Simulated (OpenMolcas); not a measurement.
An atom or ion with 14 electrons was computed by SS-CASPT2, IPEA 0.25 Eh, imaginary shift 0.1 Eh with spin-orbit coupling (OpenMolcas, ANO-RCC-VQZP, DKH2). The lowest levels that the run gave, each within 12 % of the measured value where one is at hand:

| J | Parity | E (cm⁻¹) | g |
| --- | --- | --- | --- |
| 0 | even | 0.0 |  |
| 1 | even | 268 | 1.501 |
| 2 | even | 756 | 1.501 |
| 2 | even | 11010 | 1.001 |
| 0 | even | 27050 |  |

Question: Which ion is it, and what are the configurations and terms?

Answer: S2+ (Z = 16, charge +2; active space 2 electrons in 3 orbitals (3p)). J, parity and g give the terms where levels are pure, and mixed ones are named by the computed weights; the size of the splittings, set against known spectra of the 14-electron sequence, gives the charge. In order, with the measured energies in cm⁻¹ (NIST levels in Podobedova, Kelleher and Wiese, J. Phys. Chem. Ref. Data 38, 171 (2009)): 3s² 3p² ³P₀, 3s² 3p² ³P₁ (299), 3s² 3p² ³P₂ (833), 3s² 3p² ¹D₂ (11323), 3s² 3p² ¹S₀ (27161).

CASPT2 breaks the degeneracy within a term, and the mean is taken; among the terms shown or strongly mixed into the levels shown the widest spread is 100 cm-1 (3s² 3p² ¹D). With the s shell closed, the reference lacks s² → p² mixing. Computed and measured levels are paired by configuration, term and J; levels that our copy of the source lacks, or whose pairing is in doubt (as where it misses far off the trend of its configuration), stay unpaired and out of the deviations. Levels of configurations outside the active space are missing.
